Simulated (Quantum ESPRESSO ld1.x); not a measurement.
Species: Lu. Configuration: [Xe] 4f14 5d1 6s2. Method: Dirac Kohn-Sham, BLYP, spin-unpolarised, spherical densities, point nucleus; open shells fill j = l - 1/2 first; computed with ld1.x of Quantum ESPRESSO 7.5.

Spin-orbit splittings of the eigenvalues, e(l+1/2) - e(l-1/2), with zeta = 2 splitting/(2l+1) and mean radii in bohr:

| shell | occ. | splitting (eV) | zeta (eV) | <r> j=l-1/2 | <r> j=l+1/2 |
|---|---|---|---|---|---|
| 2p | 6 | 1118 | 745.3 | 0.06740 | 0.07501 |
| 3p | 6 | 238.4 | 159.0 | 0.2020 | 0.2162 |
| 3d | 10 | 52.06 | 20.82 | 0.1898 | 0.1942 |
| 4p | 6 | 54.30 | 36.20 | 0.4849 | 0.5177 |
| 4d | 10 | ? | ? | 0.5409 | 0.5524 |
| 4f | 14 | 1.522 | 0.4350 | 0.7171 | 0.7337 |
| 5p | 6 | 6.877 | 4.585 | 1.318 | 1.434 |
| 5d | 1 | 0.3107 | 0.1243 | 2.858 | 3.050 |

Estimate the 4d splitting.

Answer. 9.911 eV (zeta = 3.964 eV).
